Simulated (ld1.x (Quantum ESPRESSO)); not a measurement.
# arsenic (As), ultrasoft: configuration errors across variants

* Element: As
* Generator: ld1.x (Quantum ESPRESSO) 7.5
* Type: ultrasoft
* Functional: PBE
* Relativity: scalar-relativistic
* Frozen core: [Ar] 3d10
* Valence charge: 5
* Reference configuration: 4s2 4p2.5 (charge +0.5)
* Partial waves: 4s (bound): rcut 1.55, rcutus 1.80 bohr; 4s channel at -0.7 Ry: rcut 1.55, rcutus 1.80 bohr; 4p (bound): rcut 1.60, rcutus 2.15 bohr; 4p channel at 1.4 Ry: rcut 1.60, rcutus 2.15 bohr
* Local potential: all-electron potential smoothed inside 1.35 bohr (lloc = -2)
* Core correction: a·sin(br)/r model core inside 0.90 bohr
* Augmentation charge: PSQ, radius 1.45 bohr

All-electron excitation energies from the reference (eV): (1) 4s2 4p3 -3.555; (2) 4s2 4p2 5.594; (3) 4s2 4p1 23.512; (4) 4s2 4p0 51.215; (5) 4s1 4p0 101.862; (6) 4s1 4p3 15.701; (7) 4s1 4p4 5.862.

3 further variants failed, have other tests or another functional or relativity, and are left out.

Errors AE − PS in meV (a dash: test not solved or not reliable):

```csv
change,(1),(2),(3),(4),(5),(6),(7),bound ghosts
base,+0.1,-2.0,-25,-108,-415,-17,-5.6,none
local potential all-electron potential smoothed inside 1.90 bohr (lloc = -1),+0.1,-2.0,-25,-108,-415,-17,-5.6,none
core correction a·sin(br)/r model core inside 1.60 bohr,-0.1,-2.3,-29,-122,-402,-15,-2.3,none
"all radii but the core radius scaled by about 0.91 (s 1.64, p 1.96 bohr, rcut 1.42/1.46); local potential all-electron potential smoothed inside 1.24 bohr (lloc = -2); augmentation PSQ, radius 1.32 bohr",0.0,-2.1,-26,-118,-461,-17,-5.5,none
"wave 4p channel at 1.4 Ry: rcut 1.60, rcutus 2.15 bohr becomes 4p channel at 2.5 Ry: rcut 1.60, rcutus 2.15 bohr",+0.1,-2.0,-25,-108,-415,-17,-5.6,none
local potential all-electron potential smoothed inside 2.48 bohr (lloc = -2),+0.1,-2.0,-24,-107,-409,-16,-5.5,none
"waves 4p (bound): rcut 1.60, rcutus 2.64 bohr; 4p channel at 1.4 Ry: rcut 1.60, rcutus 2.64 bohr",0.0,-1.9,-23,-102,-399,-17,-6.9,none
```

Give the same row for: waves 4s (bound): rcut 1.55, rcutus 1.70 bohr; 4s channel at -0.7 Ry: rcut 1.55, rcutus 1.70 bohr.

+0.1, -2.0, -25, -108, -421, -18, -6.3; bound ghosts: none.
